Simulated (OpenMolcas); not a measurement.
# Levels of Mg II by method

| Quantity | Value |
| --- | --- |
| Program | OpenMolcas |
| Basis | ANO-RCC-VTZP [5s4p2d1f] |
| Scalar Hamiltonian | DKH2, point nucleus |
| Active space | 1 electron in 4 orbitals (3s 3p) |
| State averaging | 2S+1 = 2 even, 1 root; 2S+1 = 2 odd, 3 roots |
| Spin-orbit coupling | state interaction with AMFI integrals over the reference wave functions, term energies averaged over their components |

Methods on the same reference wave functions:
A. CASSCF
B. SS-CASPT2, IPEA 0.25 Eh, imaginary shift 0.1 Eh (closed shells correlated: 2s 2p)
C. XMS-CASPT2, IPEA 0.25 Eh, imaginary shift 0.1 Eh (closed shells correlated: 2s 2p)

Energies in eV above 3s 2S 1/2, the measured ground level; measured values from NIST Handbook of Basic Atomic Spectroscopic Data.

```
     Level       A       B       C  Measured
 3s 2S 1/2  0.0000  0.0000  0.0000    0.0000
3p 2P* 1/2  4.2924   4.381   4.378    4.4224
3p 2P* 3/2  4.3010   4.389   4.386    4.4338
```

Deviations, from unrounded energies. A percentage is the sum of absolute deviations over the sum of measured energies, with the sign that they share, or ± where signs differ.

| Against measurement | Levels | A | B | C |
| --- | --- | --- | --- | --- |
| mean absolute deviation (cm-1) | 2 | 1100 | 350 | 370 |
| other configurations (%) | 2 | -3.0 | -1.0 | -1.0 |

B lies closest to measurement on these levels and A furthest from it. The largest miss of B in the table is 3p 2P* 3/2, by -360 cm-1. The ranking rests on the paired levels alone, and a cruder setting can come out closer through cancelling errors.

Between B and C the level of the table that moves most is 3p 2P* 1/2, by 25 cm-1 (lowest in C, highest in B).

The lowest spin-free term lies below A's lowest term by 0.237 hartree in B, 0.237 hartree in C.

ANO sets are built for ground and valence states and can reach diffuse excited orbitals poorly. With one active electron the reference holds no correlation, so core polarisation is missing (holds for A). With one active electron, CASPT2 adds the correlation within the correlated inactive shells and between them and that electron, and leaves the splitting within a term as the reference gives it (holds for B; C). Measured partners are found by configuration, term and J. A level has none where our copy of the source lacks it or the pairing is in doubt (some pairs that miss far off the trend of their configuration count as doubtful), and it then counts in no deviation. Only configurations of the active space appear.

* marks odd parity.
